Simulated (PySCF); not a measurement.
Te(NH2)(GeH3) (GeH5NTe), SMILES N[Te][GeH3].

Coordinates come from a PBE-D3(BJ)/def2-SVP optimisation. This is a generated structure with no PubChem entry under its InChIKey; it may be hypothetical. The def2 effective core potentials stand for the cores of Te; spin–orbit coupling is left out. Other conformers were not sampled.

Level of theory: PBE-D3(BJ)/def2-SVP run with PySCF.

Frequencies are harmonic and unscaled.

```tsv
mode	ν (cm⁻¹)	IR (km/mol)	moving atoms (share of kinetic energy)
1	100	0.3	H 93 %
2	107	1.1	N 63 %, H 17 %, Ge 12 %, Te 8 %
3	227	2.1	Ge 59 %, Te 38 %
4	232	35.4	H 95 %
5	466	0.5	H 69 %, N 21 %
6	483	5.4	H 96 %
7	501	40.0	N 65 %, H 28 %
8	764	244.4	H 97 %
9	796	63.1	H 89 %, N 10 %
10	834	35.0	H 99 %
11	848	32.9	H 99 %
12	934	0.3	H 95 %
13	1493	4.4	H 92 %
14	2060	90.7	H 100 %
15	2084	100.8	H 98 %
16	2084	93.1	H 98 %
17	3379	12.7	H 96 %
18	3484	11.4	H 92 %, N 8 %
```
